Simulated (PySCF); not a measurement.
A structure optimised at PBE-D3(BJ)/def2-SVP, used in a PySCF frequency run:

```xyz
14

N      2.3502    -1.0753     0.6877
Si     0.9965    -0.5731    -0.2612
C      0.8550     1.0297    -1.2880
N     -0.1801     1.4969    -0.6549
C     -0.4241     0.5191     0.4574
Si    -2.2133    -0.1172     0.4905
H      2.8274    -1.9620     0.5216
H      2.9123    -0.4301     1.2443
H      0.5578    -1.8143    -0.9955
H      1.2582     1.5600    -2.1747
H     -0.2090     0.9934     1.4404
H     -2.3440    -1.1362     1.5928
H     -3.2026     0.9902     0.7340
H     -2.5408    -0.7811    -0.8198
```
Charge 0, spin multiplicity 1.

Question: Write its SMILES and formula.

Answer: N[Si@@H]1C=N[C@H]1[SiH3], C2H8N2Si2

Question: What are its rotational constants (standard atomic weights)?

Answer: 3.8116, 1.5347, 1.2133 GHz
